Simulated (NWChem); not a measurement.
## Basis-set convergence for H2O2Sn

```xyz
5

Sn    -0.3838    -0.0247     0.0000
O      0.8490     1.5739     0.0000
H      1.7714     1.2407     0.0000
O      1.2092    -1.2947     0.0000
H      0.9523    -2.2369     0.0000
```
Charge 0, spin multiplicity 1.

Everything below was run with NWChem. The geometry was optimised at PBE/def2-SVP with def2 effective core potentials on Sn, a minimum by its harmonic frequencies. It is one conformer; others weren't searched.

Quantity: dipole moment at the level PBE0.

Effective core potentials replace the inner electrons of Sn; spin-orbit coupling is left out. The structure started from a generated list of species.

```tsv
basis	functions	dipole moment (D)
def2-SVP	64	2.72
def2-SVPD	94	3.00
def2-TZVP	124	2.95
def2-TZVPP	140	2.90
def2-TZVPD	154	2.94
def2-QZVP	256	2.91
```

Smallest basis within 0.05 D of def2-QZVP, the largest set run: def2-TZVP, with 124 functions against 256 and about 3 % of the time (also within reach: def2-TZVPP, def2-TZVPD). def2-QZVP isn't the basis-set limit itself, and a small set can land close by cancellation.
